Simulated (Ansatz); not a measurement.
Gas-phase electronic energies from Ansatz, PBE0-D4/def2-TZVP geometries. CCSD(T)/CBS adds triple-zeta CCSD(T) − MP2 to the extrapolated MP2 energy (def2 sets, frozen cores). DFT in def2-TZVPP. B3LYP here is the variant with VWN-RPA as its local correlation; programs differ in this. For Se, Ti outer-core shells are correlated without core-valence functions, which leaves a few kJ/mol of doubt a bond. Scalar relativity is left out up to krypton. One conformer a species, not always the lowest.

Reaction (redistribution): `C[O][Ti]([F])([Cl])[SeH]` + `F[CH2][AlH][F]` → `[F][Ti]([F])([Cl])[SeH]` + `CO[CH2][AlH][F]`

`C[O][Ti]([F])([Cl])[SeH]`:

```xyz
10

C     1.397    0.459    1.373
O     0.394    0.222    0.432
Ti   -0.801    0.121   -0.809
F    -2.241    1.051   -0.434
Cl    0.027    0.791   -2.735
Se   -1.327   -2.237   -0.874
H     2.303    0.800    0.867
H     1.065    1.221    2.083
H     1.610   -0.467    1.912
H    -2.426   -1.960   -1.814
```

`F[CH2][AlH][F]`:

```xyz
7

F    -1.301    1.107    0.820
C    -0.866    0.183   -0.127
Al    1.042   -0.283    0.076
F     1.924    0.412    1.280
H    -1.501   -0.710   -0.047
H    -1.066    0.599   -1.124
H     1.768   -1.308   -0.878
```

`[F][Ti]([F])([Cl])[SeH]`:

Cartesian coordinates in Å:
```
F 1.797 0.139 0.424
Ti 0.219 -0.516 0.097
F 0.260 -1.983 -0.828
Cl -0.828 -0.824 1.986
Se -0.992 1.051 -1.261
H -0.455 2.134 -0.418
```

`CO[CH2][AlH][F]`:

```xyz
11

C     0.206   -0.065   -1.587
O     0.774    0.748   -0.605
C     0.776    0.114    0.665
Al   -1.038    0.084    1.452
F    -1.250   -0.720    2.882
H     0.781   -0.992   -1.729
H     0.192    0.495   -2.522
H    -0.832   -0.348   -1.335
H     1.251   -0.878    0.610
H     1.428    0.714    1.312
H    -2.287    0.847    0.859
```

```tsv
level	ΔE (kJ/mol)	difference from CCSD(T)/CBS
PBE-D4	-35.2	-12.5
r2SCAN-D4	-35.0	-12.3
PBE0-D4	-31.6	-8.9
B3LYP-D4	-25.9	-3.2
ωB97X-V	-32.0	-9.3
ωB97M-V	-32.9	-10.2
B2PLYP	-23.7	-1.0
PBE	-35.3	-12.6
r2SCAN	-35.4	-12.7
PBE0	-32.0	-9.3
B3LYP	-25.9	-3.2
HF/def2-TZVPP	-17.7	5.0
MP2/def2-TZVPP	-21.9	0.8
SCS-MP2/def2-TZVPP	-21.5	1.2
CCSD/def2-TZVPP	-25.6	-2.9
CCSD(T)/def2-TZVPP	-24.8	-2.1
HF/def2-QZVPP	-19.0	3.7
MP2/def2-QZVPP	-21.1	1.6
SCS-MP2/def2-QZVPP	-21.0	1.7
HF/CBS(def2)	-19.2	3.5
MP2/CBS(def2)	-19.8	2.9
CCSD/CBS(def2)	-23.4	-0.7
CCSD(T)/CBS	-22.7	0
```

Largest T1 diagnostic among the species: 0.024, so the coupled-cluster value is less sure than usual.

In def2-TZVPP, CCSD(T) changes the Hartree–Fock value by −7.2 kJ/mol (the triples alone add +0.7 kJ/mol) and MP2 by −4.2 kJ/mol. From PBE to PBE0 (25 % exact exchange), in def2-TZVPP and without D4, ΔE moves by +3.3 kJ/mol.
